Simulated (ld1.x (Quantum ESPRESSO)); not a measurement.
# hafnium: one change to an RRKJ potential, before and after

ld1.x (Quantum ESPRESSO) 7.5 input, shortened:

```
&input
   title='Hf', zed=72., rel=2, dft='PZ', iswitch=3,
   config='[Xe] 4f14 5d2 6s2 6p0', rel_dist='average'
 /
 &inputp
   pseudotype=2, tm=.false., lloc=0,
   nlcc=.true., rcore=0.95
 /
3
5P  2  1   6.00   0.00  1.75  1.75  0.0
5D  3  2   2.00   0.00  1.75  1.75  0.0
6S  1  0   2.00   0.00  2.50  2.50  0.0
 &test
   configts(1)='5p6 5d2 6s2 6p0'
 /
```

Open shells are filled in proportion to 2j + 1 (rel_dist='average').

All-electron outer shells of the reference configuration (LDA (PZ), scalar-relativistic, ld1.x):

| shell | level (eV) | outermost node (bohr) | outermost maximum (bohr) |
| --- | --- | --- | --- |
| 5s | -67.17 | 0.55 | 1.01 |
| 5p | -35.71 | 0.60 | 1.16 |
| 4f | -17.03 | – | 0.45 |
| 6s | -5.27 | 1.37 | 2.89 |
| 5d | -2.87 | 0.67 | 1.71 |
| 6p | -1.47 | 1.66 | 4.05 |

Change: wave 5d (bound): rc 1.75 bohr becomes 5d (bound): rc 2.42 bohr.

Cutoffs: the cutoffs (Ry, on a coarse ladder) from which the occupation-weighted sum of valence levels, in a spherical-Bessel basis at the reference potential, stays within 10 and 1 mRy of its value at 400 Ry; they do not see the model core or the augmentation charge, which bear on the density cutoff. Errors are all-electron minus pseudo energies relative to the spin-unpolarised reference configuration.

**Question.** What does the change do?

**Answer.** The potential gets neither clearly harder nor softer (45 Ry and 70 Ry → 45 Ry and 70 Ry); the p channel sets the loose cutoff, while the largest relative change is in d, which becomes softer; the errors of the 7 common tests hardly move; neither file shows a bound ghost at the reference potential, the only one tested.

```tsv
quantity	base	changed
cutoff, loose	45 Ry	45 Ry
cutoff, tight	70 Ry	70 Ry
loose cutoff by channel (10 mRy a level)	p 35 Ry, d 21 Ry, s 6 Ry	p 35 Ry, d 18 Ry, s 6 Ry
bound ghosts	none	none
error for 5p6 5d2 6s1 6p0, meV [ΔE 8.20 eV]	-3.4	-3.1
error for 5p6 5d2 6s0 6p0, meV [ΔE 22.70 eV]	-25	-24
error for 5p6 5d1 6s0 6p0, meV [ΔE 44.79 eV]	-86	-83
error for 5p6 5d0 6s0 6p0, meV [ΔE 77.91 eV]	-288	-250
error for 5p6 5d2 6s1 6p1, meV [ΔE 3.88 eV]	-440	-440
error for 5p6 5d1 6s2 6p0, meV [ΔE 6.73 eV]	-21	-18
error for 5p6 5d3 6s1 6p0, meV [ΔE 2.58 eV]	-23	-20
s: phases at 2.70 bohr within 0.05 rad from the reference energy up to (Ry; the scan ends near 5)	1.8	1.8
p1/2: phases at 2.70 bohr within 0.05 rad from the reference energy up to (Ry; the scan ends near 5)	-1.1	-1.1
p3/2: phases at 2.70 bohr within 0.05 rad from the reference energy up to (Ry; the scan ends near 5)	-0.7	-0.7
d3/2: phases at 2.70 bohr within 0.05 rad from the reference energy up to (Ry; the scan ends near 5)	1.5	1.4
d5/2: phases at 2.70 bohr within 0.05 rad from the reference energy up to (Ry; the scan ends near 5)	1.6	1.5
```

Base: These tests converged, but a pseudo level misses the all-electron one widely, so the file describes the atom poorly there or has found another state: 5p6 5d1 6s0 6p0: empty 6p by 2.1 eV; 5p6 5d0 6s0 6p0: empty 6p by 2.9 eV. Changed file: These tests converged, but a pseudo level misses the all-electron one widely, so the file describes the atom poorly there or has found another state: 5p6 5d1 6s0 6p0: empty 6p by 2.1 eV; 5p6 5d0 6s0 6p0: empty 6p by 2.9 eV.
